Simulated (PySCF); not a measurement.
A side-by-side comparison of computed properties.

First species: C₇H₈P₂.
InChI=1S/C7H8P2/c1-6-4-2-3-5-7(6)9-8/h2-5,8H,1H3

Second species: C7H12NP.
Geometry (GFN2-xTB, Å), atoms numbered from 1 in this order:
```
atom  x, y, z in Å
C1     3.285   -0.186    0.856
C2     2.064    0.387    0.212
C3     0.819   -0.165    0.291
N4    -0.138    0.531   -0.374
C5    -1.532    0.142   -0.434
C6    -1.682   -1.215   -1.123
C7    -2.149    0.137    0.965
C8     0.354    1.634   -0.978
P9     2.038    1.872   -0.756
H10    3.718    0.525    1.559
H11    4.043   -0.413    0.107
H12    3.038   -1.101    1.392
H13    0.559   -1.066    0.817
H14   -2.041    0.900   -1.039
H15   -1.200   -1.195   -2.099
H16   -2.734   -1.447   -1.260
H17   -1.227   -2.004   -0.530
H18   -3.218   -0.048    0.899
H19   -1.702   -0.636    1.585
H20   -1.992    1.100    1.447
H21   -0.313    2.266   -1.538
```

Levels: PBE0/pcSseg-1 for dipole moment, HOMO energy, LUMO energy and HOMO–LUMO gap; GFN2-xTB for rotational constant A and rotational constant C. Geometries: GFN2-xTB. Each structure is a single optimised conformer of the isolated species, non-relativistic unless stated. Electronic properties by PySCF.

The conformers computed, where there is a choice (atom-mapped SMILES and torsion angles):
- `[H]/[P:9]=[P:8]/[c:7]1[c:2]([CH3:1])[cH:3][cH:4][cH:5][cH:6]1`: C6–C7–P8–P9 -42°
- `[CH3:1][c:2]1[cH:3][n:4]([CH:5]([CH3:6])[CH3:7])[cH:8][p:9]1`: C3–N4–C5–C6 -62°

Values for the first species:

```
Dipole moment         : 1.33 D
HOMO energy           : -6.87 eV
LUMO energy           : -2.79 eV
HOMO–LUMO gap         : 4.08 eV
Rotational constant A : 2.100 GHz
Rotational constant C : 0.645 GHz
```

Estimate the same properties for the second species, and the change in each.

```
             property      first     second  second less first
        dipole moment     1.33 D     3.93 D            +2.60 D
          HOMO energy   -6.87 eV   -6.10 eV           +0.77 eV
          LUMO energy   -2.79 eV    0.05 eV           +2.84 eV
        HOMO–LUMO gap    4.08 eV    6.15 eV           +2.07 eV
rotational constant A  2.100 GHz  2.542 GHz         +0.442 GHz
rotational constant C  0.645 GHz  0.781 GHz         +0.136 GHz
```

On the first: The dipole equals about 4.4 × 10⁻³⁰ C·m (1 D = 3.33564 × 10⁻³⁰ C·m).

On the second: In atomic units the dipole is 1.54 e·bohr (1 au = 2.5417 D).
